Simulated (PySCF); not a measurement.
## Zr⁻ (zirconium, charge -1) across methods

[Kr] 4d3 5s2, high-spin 4F determinant. All numbers are calculated (PySCF 2.14, scalar relativity through the core potential, in aug-cc-pwCVDZ-PP with ECP28MDF).

| method | E (hartree) | mean ε 5s α (eV) | mean ε 5s β (eV) | mean ε 4d α (eV) | Σ⟨r²⟩ (bohr²) | ⟨S²⟩ |
| --- | --- | --- | --- | --- | --- | --- |
| r2SCANh | -46.7843 | -0.349 | 0.678 | 0.918 | 104.5 | 3.885 |
| UHF | -46.29668 | -1.977 | 0.179 | -2.649 | 128.8 | 4.126 |
| TPSSh | -46.7579 | -0.120 | 0.795 | 1.216 | 100.7 | 3.786 |
| PBE0 | -46.7613 | -0.337 | 0.519 | 0.741 | 100.6 | 3.789 |
| B97-3 | -46.7769 | -0.271 | 0.478 | 0.716 | 103.7 | 3.781 |
| revPBE | -46.8154 | 0.110 | 0.913 | 1.562 | 102.6 | 3.784 |
| PBE | -46.7832 | 0.078 | 0.858 | 1.571 | 102.2 | 3.777 |
| r2SCAN | -46.7966 | -0.180 | 0.815 | 1.252 | 104.6 | 3.886 |

Q: Estimate the same row for LDA.

A: E (hartree) = -46.6531; mean ε 5s α (eV) = -0.068; mean ε 5s β (eV) = 0.699; mean ε 4d α (eV) = 1.567; Σ⟨r²⟩ (bohr²) = 101.4; ⟨S²⟩ = 3.777.

Energies and moments cover only the electrons outside the core potential. ⟨S²⟩ = 3.89 against 3.75 shows spin contamination. At r2SCANh the highest occupied level has a positive energy, so only the finite basis holds that electron; in a semilocal or global hybrid functional this comes from self-interaction and does not mean that the real anion is unbound.

The highest occupied level is positive at r2SCANh, UHF, TPSSh, PBE0, LDA, B97-3, revPBE, PBE, r2SCAN: only the finite basis holds that electron, at UHF too, so the state is unbound at these levels.
